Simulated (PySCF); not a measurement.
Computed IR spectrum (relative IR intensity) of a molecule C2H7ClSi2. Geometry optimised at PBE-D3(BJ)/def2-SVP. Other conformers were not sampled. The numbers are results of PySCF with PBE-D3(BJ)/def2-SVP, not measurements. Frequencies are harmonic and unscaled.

Lines under 2 % of the strongest are left out, and lines within 2 cm⁻¹ are merged.

ν (cm⁻¹): 344 (w), 527 (m), 639 (w), 677 (vw), 713 (w), 721 (vs), 817 (w), 882 (w), 903 (m), 939 (w), 1001 (vw), 1369 (vw), 2148 (m), 2158 (vw), 2167 (s), 3050 (vw) (against the strongest line: vs over 80 %, s over 45 %, m over 15 %, w over 4 %, vw less)

Question: Which molecule gave these data?
A) C=C[SiH2][SiH2]Cl
B) C=C(Cl)[SiH2][SiH3]
C) [SiH3]C([SiH3])=CCl
D) [SiH3]/C=C/[SiH2]Cl

Answer: A, C=C[SiH2][SiH2]Cl
